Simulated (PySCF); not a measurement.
# Ionisation energy of Hf²⁺ by level of theory

Hf²⁺ [Xe] 4f14 5d2 [5d3/2^2, M_J = 2] → Hf³⁺ [Xe] 4f14 5d1 [5d3/2^1, M_J = 3/2], as a difference of total energies. All numbers are calculated (PySCF 2.14, the two-component X2C-1e Hamiltonian, in x2c-SVPall-2c (7s9p9d2f, 93 functions)). Correlated levels: [Kr] 4d10 4f14 frozen; the 32 highest virtual spinors dropped. "Screened" scales the spin-orbit matrix elements by Boettger's factors to mimic the two-electron term; Breit and QED terms are absent.

| method | ionisation energy (eV) |
| --- | --- |
| GHF (spin-free) | 21.577 |
| GMP2 (spin-free) | 21.703 |
| GHF (screened spin-orbit) | 21.676 |
| GMP2 (screened spin-orbit) | 21.818 |

The spin-free rows relax to the high-spin LS determinant and lack the spin-orbit shift.

Errors of the correlated levels include the incompleteness of this basis and the frozen core.

The labels give the starting determinants; with spin-orbit coupling the two ends relaxed to ⟨J²⟩ = 6.28, ⟨L²⟩ = 10.88, ⟨S²⟩ = 1.76 and ⟨J²⟩ = 3.75, ⟨L²⟩ = 6.09, ⟨S²⟩ = 0.84.

**Question.** Which method comes closest to the reference value, and which is furthest?

**Answer.** The reference is 22.55 ± 0.04 eV (theoretical estimate listed by NIST; NIST Atomic Spectra Database, ionization energies). Closest: GMP2 (screened spin-orbit) (error -0.732 eV); furthest: GHF (spin-free) (error -0.973 eV).
